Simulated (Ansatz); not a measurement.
Geometry optimisation, Ansatz, DFT PBE, scalar-relativistic, plane waves, PAW.

input.yaml

```yaml
accuracy: low
crystal:
  lattice:
    - [6.32, 0.0, 0.0]
    - [0.0, 6.32, 0.0]
    - [0.0, 0.0, 6.32]
  atoms:
    - { symbol: W, position: [0.0, 0.0, 0.0] }
    - { symbol: W, position: [0.5, 0.0, 0.0] }
    - { symbol: W, position: [0.0, 0.5, 0.0] }
    - { symbol: W, position: [0.0, 0.0, 0.5] }
    - { symbol: W, position: [0.25, 0.25, 0.25] }
    - { symbol: W, position: [0.5, 0.5, 0.0] }
    - { symbol: W, position: [0.5, 0.0, 0.5] }
    - { symbol: W, position: [0.75, 0.25, 0.25] }
    - { symbol: W, position: [0.0, 0.5, 0.5] }
    - { symbol: W, position: [0.25, 0.75, 0.25] }
    - { symbol: W, position: [0.25, 0.25, 0.75] }
    - { symbol: W, position: [0.5, 0.5, 0.5] }
    - { symbol: W, position: [0.75, 0.75, 0.25] }
    - { symbol: W, position: [0.75, 0.25, 0.75] }
    - { symbol: W, position: [0.25, 0.75, 0.75] }
    - { symbol: W, position: [0.75, 0.75, 0.75] }
    - { symbol: Cu, position: [0.1303498, 0.4868727, 0.2450346] }
basis:
  ecutwfc: 420.0
kpoints:
  mp_grid: { grid: [2, 2, 2] }
hamiltonian:
  xc: pbe
  pseudopotentials: { kind: paw, azcp: { folder: soft_1 } }
scf:
  occupations: { method: fermi_dirac, width: 0.05 }
  lower_state_search: "off"
relax:
  f_tol: 0.08
  max_steps: 25
  adjacent_minimum: "off"
output:
  write_density: true
  write_potential: true
  elf: true
  volumetric_format: npy
```

Command:

```bash
$ ansatz run input.yaml --threads 2 --pin off --max-ram 5120MiB --backend cpu --events-out ev --progress --plain --runs-dir out
```

Question: Where does it end, and by what steps?

Answer: The forces met the threshold. The threshold is loose, so the end isn't yet a minimum. The force dipped under the threshold on the way, but the program's further checks kept it going. Limits of this set-up: coarse k mesh, low accuracy level. After 6 steps the energy has fallen by 18.631 eV; W5 moved furthest, 0.38 Å. The start is strongly strained (largest force component 35 eV/Å).

```tsv
step	energy less start (eV)	largest force component (eV/Å)	accepted
0	0.0000	35.483	yes
1	-13.9490	12.099	yes
2	-18.0814	1.784	yes
3	-18.4684	1.339	yes
4	-18.6152	0.365	yes
5	-18.6307	0.037	yes
6	-18.6307	0.038	yes
```

```xyz
17
Lattice="6.3200 0.0000 0.0000 0.0000 6.3200 0.0000 0.0000 0.0000 6.3200" Properties=species:S:1:pos:R:3
W -0.002 -0.005 -0.018
W 3.243 -0.005 -0.077
W -0.237 3.155 -0.296
W -0.002 -0.005 3.174
W 1.822 1.281 1.578
W 3.113 3.155 -0.014
W 3.243 -0.005 3.233
W 4.791 1.563 1.578
W -0.237 3.155 3.452
W 1.821 5.029 1.578
W 1.586 1.559 4.738
W 3.113 3.155 3.171
W 4.791 4.748 1.578
W 4.661 1.500 4.738
W 1.586 4.751 4.738
W 4.661 4.810 4.738
Cu 0.792 3.155 1.578
```

Whether the end is a true minimum wasn't checked by a vibrational analysis.

Run time: 79 s on 2 threads of Arm Neoverse V1, with other jobs on the host, peak memory 0.8 GiB.
